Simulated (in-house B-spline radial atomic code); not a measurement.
**Ionising Mo7+ with different functionals**

Computed with a radial B-spline atomic code at the basis-set limit: non-relativistic Hamiltonian, point nucleus, spin-polarised at highest spin, spherical fractional occupations for the functionals, and exact exchange of hybrids averaged over the configuration. The ionisation energy is the difference of two self-consistent energies, [Ar] 3d10 4s2 4p5 → [Ar] 3d10 4s2 4p4, without Breit or QED terms; ε is the level of the shell that loses the electron (its least bound occupied spin orbital). There is no spin-orbit coupling in this Hamiltonian.

```tsv
method	rung	ΔSCF (eV)	-ε(4p) (eV)
PBE0	global hybrid	143.92	137.19
B3LYP	global hybrid	143.98	136.71
TPSSh	global hybrid	144.00	135.87
M06-2X	global hybrid	143.97	139.93
BHandHLYP	global hybrid	143.75	139.43
r2SCAN0	global hybrid	144.11	137.53
B97-1	global hybrid	143.88	136.77
HSE06	range-separated hybrid	143.87	136.71
wB97X	range-separated hybrid	143.73	139.65
CAM-B3LYP	range-separated hybrid	143.94	138.68
LC-wPBE	range-separated hybrid	143.99	140.13
```

(1) Among the functionals, which spreads more, the ΔSCF values or the orbital energies?

(2) How do they compare with the NIST value?

Results:

(1) The orbital energies: ΔSCF values span about 0.38 eV and the orbital energies 4.27 eV; here energy differences depend much less on the functional than eigenvalues do.

(2) NIST lists 144 eV ± 1 (measured, ground level to ground level). Errors run from +0.13 to +0.51 eV; all lie within about twice that uncertainty, so the table can't rank the methods.
